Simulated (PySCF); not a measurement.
**Spinor energies of Tb⁶⁰⁺ (terbium, charge +60)**

Start: [He] 2s2 2p1; 2p1/2 filled at m_j = +1/2. Calculated with PySCF 2.14 in an uncontracted even-tempered set (17 s from 42 bohr⁻², ratio 2.4; 13 p from 55 bohr⁻², ratio 2.4; 5 d from 180 bohr⁻², ratio 2.6; 4 f from 260 bohr⁻², ratio 2.6): generalised Hartree-Fock with the X2C-1e Hamiltonian and a Gaussian nucleus; one run each with spin-orbit coupling (SO) switched off, then screened by Boettger's factors.

| spinor shell | electrons | ε, spin-free (eV) | ε, screened SO (eV) | weight of nominal j (screened SO) | rms radius, screened SO (bohr) |
| --- | --- | --- | --- | --- | --- |
| 1s1/2 | 2 | -58678.5 | -58655.7 | 1.000 | 0.0243 |
| 2s1/2 | 2 | -14180.9 | -14173.9 | 1.000 | 0.0946 |
| 2p1/2 | 1 | -13437.7 | -14018.4 | 1.000 | 0.0799 |

| quantity | spin-free | screened SO |
| --- | --- | --- |
| E (hartree) | -6013.17016 | -6034.50779 |
| M_J | 1/2 | 1/2 |
| ⟨J²⟩ | 1.106 | 0.750 |
| ⟨L²⟩ | 2.000 | 2.000 |
| ⟨S²⟩ | 0.750 | 0.750 |

Each row is a mean over spinors that exchange with the open shell spreads, by up to 17.958 eV (2s1/2).

Breit and QED terms are absent; they matter most for the inner s and p1/2 levels.

Densities and radii are taken from the X2C orbitals without a picture-change correction, which distorts them close to the nucleus.

Without spin-orbit coupling the j labels of p, d and f shells carry no meaning; the spin-free column gives the mean over the occupied spinors of each nl shell, and its ⟨J²⟩ belongs to a mixture of degenerate components.
